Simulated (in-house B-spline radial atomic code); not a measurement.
Radial electron density of Ca, [Ne] 3s1 3p6 4s2 5d1. Level of theory: non-relativistic B3LYP, spin-polarised, spherical fractional occupations, exact exchange averaged over the configuration, point nucleus; calculated with an all-electron radial atomic-structure program (B-spline basis).

Columns: r (bohr), 4πr²n(r) (electrons per bohr), bar.

```
 0.00323    0.611 #
 0.00408   0.9422 ##
 0.00516    1.443 ###
 0.00652    2.182 ####
 0.00824    3.254 ######
  0.0104    4.755 #########
  0.0132    6.851 ############
  0.0166    9.462 #################
   0.021    12.71 #######################
  0.0266    16.35 ##############################
  0.0336    19.81 ####################################
  0.0425    22.43 #########################################
  0.0537    23.41 ###########################################
  0.0679    22.36 #########################################
  0.0858    19.86 ####################################
   0.108    17.58 ################################
   0.137    17.42 ################################
   0.173    20.06 #####################################
   0.219    23.53 ###########################################
   0.277    24.12 ############################################
    0.35    19.78 ####################################
   0.442    12.59 #######################
   0.559    7.125 #############
   0.707    5.934 ###########
   0.893    6.954 #############
    1.13    6.694 ############
    1.43     4.48 ########
     1.8    2.262 ####
    2.28    1.185 ##
    2.88   0.8994 ##
    3.64   0.6472 #
    4.61   0.3186 #
    5.82    0.106 
    7.36  0.02343 
     9.3 0.0008674 
    11.8  0.01408 
    14.9   0.0713 
    18.8  0.08661 
    23.7  0.03311 
      30 0.004774 
    37.9 0.0002598 
      48 4.344e-06 
    60.6 1.995e-08
```

On this grid the curve has 4 maxima, near 0.0537, 0.277, 0.893, 18.8 bohr.

The 4s up radial function P(r) = rR(r), positive near the nucleus:

```tsv
r (bohr)	P
0.001	0.006231
0.0016	0.00985
0.00255	0.0154
0.00408	0.02388
0.00652	0.0363
0.0104	0.0534
0.0166	0.07462
0.0266	0.09543
0.0425	0.1026
0.0679	0.07293
0.108	-0.0141
0.173	-0.1379
0.277	-0.1771
0.442	0.004177
0.707	0.2767
1.13	0.1908
1.8	-0.3214
2.88	-0.6284
4.61	-0.3775
7.36	-0.07197
11.8	-0.002521
```
